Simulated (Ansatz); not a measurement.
Input (CCSDT(Q)/cc-pVDZ; Ansatz, a first-principles code):

Ansatz 0.2 input:
```yaml
crystal:
  periodic: [false, false, false]
  atoms:
    - {symbol: B, position_ang: [-0.41583297, -0.86006091, 0.01935518]}
    - {symbol: H, position_ang: [-1.56251958, -1.05240182, -0.24385545]}
    - {symbol: C, position_ang: [0.35247600, 0.47175671, 0.00567146]}
    - {symbol: H, position_ang: [-0.01491421, 1.03394830, 0.87947857]}
    - {symbol: H, position_ang: [0.10518622, 1.08937479, -0.86657037]}
    - {symbol: H, position_ang: [1.43655643, 0.39884300, 0.10014254]}
basis:
  gaussian:
    orbitals: cc-pVDZ
magnetization: {spin_polarized: true, initial_magnetization: 1}
correlation: {method: ccsdt_q, electrons: outside_noble_gas}
```

Output:

```
Functional definition: HF
integrals: 0.03 GiB planned
909 factors; integrals over basis functions are off by at most 1.7e-7 eV
mean field: 0.11 GiB planned
mean field evaluation 1: about -1761.8467 eV, gradient 1.5e1 eV
mean field evaluation 2: about -1761.8473 eV, gradient 1.5e1 eV
mean field evaluation 4: about -1763.5026 eV, gradient 1.9e0 eV
mean field evaluation 8: about -1763.5559 eV, gradient 2.0e-4 eV
mean field evaluation 16: about -1763.5549 eV, gradient 1.9e-1 eV
mean field evaluation 32: about -1761.9528 eV, gradient 3.6e-2 eV
mean field -1763.55578133 eV, -64.8094795830 hartree, gradient 3.1e-6 eV, S^2 0.753114; 3 other end points of the search recorded, 0 dependent functions left out
determinant -1763.55578133 eV, -64.8094795830 hartree, with singles and doubles -1770.12316795 eV, -65.0508265897 hartree
determinant -1761.95262843 eV, -64.7505648006 hartree, with singles and doubles -1768.65540658 eV, -64.9968873541 hartree
2 core orbitals not correlated
reference -1763.55578133 eV, -64.8094795830 hartree; 6, 5 occupied and 40, 41 virtual orbitals, 909 factors
second order -5.68290693 eV of doubles, -0.00000000 eV of singles
coupled cluster: 0.67 GiB planned
cycle   1  -6.32720149 eV  change   -6.4e-1 eV  update   6.3e-2
cycle   2  -6.68709204 eV  change   -3.6e-1 eV  update   2.5e-2
cycle   3  -6.75325530 eV  change   -6.6e-2 eV  update   1.1e-2
cycle   4  -6.74749629 eV  change    5.8e-3 eV  update   4.2e-3
cycle   5  -6.74841109 eV  change   -9.1e-4 eV  update   2.1e-3
cycle   6  -6.74871131 eV  change   -3.0e-4 eV  update   6.8e-4
cycle   7  -6.74852096 eV  change    1.9e-4 eV  update   2.4e-4
cycle   8  -6.74866869 eV  change   -1.5e-4 eV  update   1.1e-4
cycle   9  -6.74870726 eV  change   -3.9e-5 eV  update   4.5e-5
cycle  10  -6.74865427 eV  change    5.3e-5 eV  update   2.0e-5
cycle  11  -6.74866131 eV  change   -7.0e-6 eV  update   1.0e-5
cycle  12  -6.74866717 eV  change   -5.9e-6 eV  update   5.0e-6
cycle  13  -6.74867396 eV  change   -6.8e-6 eV  update   2.7e-6
cycle  14  -6.74867425 eV  change   -2.9e-7 eV  update   1.3e-6
perturbative correction -0.00719646 eV, -0.0002644649 hartree
Total energy: -1770.31165204 eV, -65.0577532523 hartree
```
